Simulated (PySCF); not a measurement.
The vertical singlet excitations below were computed for one of the candidates. The calculation used TDDFT PBE0/def2-SVPD, vertical, gas phase, core orbitals frozen in the response (PySCF 2.14.0, density-fitted response routines). Geometries: GFN2-xTB, one conformer each.

```json
{"state": "S1", "λ (nm)": "178.9", "f": "0.045"}
{"state": "S2", "λ (nm)": "178.1", "f": "0.011"}
{"state": "S3", "λ (nm)": "173.5", "f": "0.165"}
{"state": "S4", "λ (nm)": "165.6", "f": "0.0010"}
{"state": "S5", "λ (nm)": "162.5", "f": "0.0019"}
{"state": "S6", "λ (nm)": "160.1", "f": "0.0021"}
{"state": "S7", "λ (nm)": "159.6", "f": "0.0096"}
{"state": "S8", "λ (nm)": "157.0", "f": "0.0033"}
```

Task: Which structure fits? All have the formula C7H6N2.
A. `c1ccc2[nH]ncc2c1`
B. `N#CC1=CC=CC=C1N`
C. `N#CC(C#N)[C@@H]1C=CC1`

Result: C. Its S1, at 6.93 eV, is the highest among the candidates; the nearest of the others has S1 at 4.87 eV. S1 is HOMO→LUMO+1 (47%), HOMO→LUMO+2 (38%), HOMO→LUMO (13%). Löwdin shares by element: HOMO carbon 83% or more (atoms not listed hold the other 17%); LUMO carbon 63% or more, hydrogen 11% or more (atoms not listed hold the other 26%). At the same level the other candidates give, for their lowest levels:
- `c1ccc2[nH]ncc2c1`: 255 nm (f 0.065); 236 nm (f 0.047); 204 nm (f 0.003); 197 nm (f 0.000); 192 nm (f 0.359); T1 3.48 eV; HOMO -6.58, LUMO -0.91 eV
- `N#Cc1ccccc1N`: 287 nm (f 0.088); 228 nm (f 0.053); 210 nm (f 0.012); 202 nm (f 0.085); 202 nm (f 0.490); T1 3.37 eV; HOMO -6.53, LUMO -1.34 eV

Conformer computed: `[N:1]#[C:2][CH:3]([C:4]#[N:5])[C@@H:6]1[CH:7]=[CH:8][CH2:9]1`: C2–C3–C6–C7 -73°.
Triplets come from the Tamm–Dancoff approximation.
